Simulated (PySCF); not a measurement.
C3H5O, SMILES C([C]=O)C, multiplicity 2. Atoms are numbered in the order given.

```xyz
9

C     -1.7329    -0.0501    -0.2756
C     -0.2768    -0.4434    -0.4480
C      0.6942     0.4684     0.2581
O      1.7849     0.2330     0.6392
H     -2.3874    -0.7188    -0.8528
H     -2.0389    -0.1074     0.7796
H     -1.9064     0.9806    -0.6180
H     -0.0738    -1.4781    -0.1179
H      0.0201    -0.3896    -1.5114
```
Charge 0, spin multiplicity 2.

Coordinates come from a PBE0-D3(BJ)/def2-SVP optimisation. The isomer is the one that the SMILES or the coordinates give; other isomers of the formula were not compared. One conformer was computed; it need not be the lowest.

Level of theory: PBE0-D3(BJ)/def2-SVP in PySCF.

Harmonic, unscaled wavenumbers; measured fundamentals usually lie a few per cent lower.

Computed normal modes with their intensities:
```json
[
 {"mode": "1", "ν (cm⁻¹)": "67", "IR (km/mol)": "0.4", "moving atoms (share of kinetic energy)": "C 60 %, O 31 %, H 10 %"},
 {"mode": "2", "ν (cm⁻¹)": "228", "IR (km/mol)": "0.6", "moving atoms (share of kinetic energy)": "H 86 %, C 12 %"},
 {"mode": "3", "ν (cm⁻¹)": "311", "IR (km/mol)": "2.5", "moving atoms (share of kinetic energy)": "C 60 %, H 25 %, O 15 %"},
 {"mode": "4", "ν (cm⁻¹)": "505", "IR (km/mol)": "8.8", "moving atoms (share of kinetic energy)": "C 46 %, O 36 %, H 17 %"},
 {"mode": "5", "ν (cm⁻¹)": "716", "IR (km/mol)": "2.8", "moving atoms (share of kinetic energy)": "H 75 %, C 22 %"},
 {"mode": "6", "ν (cm⁻¹)": "857", "IR (km/mol)": "11.1", "moving atoms (share of kinetic energy)": "C 59 %, H 37 %"},
 {"mode": "7", "ν (cm⁻¹)": "987", "IR (km/mol)": "4.6", "moving atoms (share of kinetic energy)": "H 82 %, C 18 %"},
 {"mode": "8", "ν (cm⁻¹)": "1045", "IR (km/mol)": "6.2", "moving atoms (share of kinetic energy)": "C 50 %, H 50 %"},
 {"mode": "9", "ν (cm⁻¹)": "1107", "IR (km/mol)": "1.8", "moving atoms (share of kinetic energy)": "C 60 %, H 39 %"},
 {"mode": "10", "ν (cm⁻¹)": "1245", "IR (km/mol)": "1.0", "moving atoms (share of kinetic energy)": "H 80 %, C 20 %"},
 {"mode": "11", "ν (cm⁻¹)": "1304", "IR (km/mol)": "2.5", "moving atoms (share of kinetic energy)": "H 62 %, C 37 %"},
 {"mode": "12", "ν (cm⁻¹)": "1396", "IR (km/mol)": "6.5", "moving atoms (share of kinetic energy)": "H 84 %, C 16 %"},
 {"mode": "13", "ν (cm⁻¹)": "1414", "IR (km/mol)": "5.2", "moving atoms (share of kinetic energy)": "H 83 %, C 17 %"},
 {"mode": "14", "ν (cm⁻¹)": "1468", "IR (km/mol)": "9.5", "moving atoms (share of kinetic energy)": "H 97 %"},
 {"mode": "15", "ν (cm⁻¹)": "1475", "IR (km/mol)": "7.5", "moving atoms (share of kinetic energy)": "H 96 %"},
 {"mode": "16", "ν (cm⁻¹)": "2001", "IR (km/mol)": "161.5", "moving atoms (share of kinetic energy)": "C 60 %, O 40 %"},
 {"mode": "17", "ν (cm⁻¹)": "3042", "IR (km/mol)": "10.6", "moving atoms (share of kinetic energy)": "H 95 %"},
 {"mode": "18", "ν (cm⁻¹)": "3068", "IR (km/mol)": "15.8", "moving atoms (share of kinetic energy)": "H 97 %"},
 {"mode": "19", "ν (cm⁻¹)": "3103", "IR (km/mol)": "4.2", "moving atoms (share of kinetic energy)": "H 90 %, C 10 %"},
 {"mode": "20", "ν (cm⁻¹)": "3165", "IR (km/mol)": "11.1", "moving atoms (share of kinetic energy)": "H 90 %, C 10 %"},
 {"mode": "21", "ν (cm⁻¹)": "3170", "IR (km/mol)": "9.8", "moving atoms (share of kinetic energy)": "H 90 %, C 10 %"}
]
```
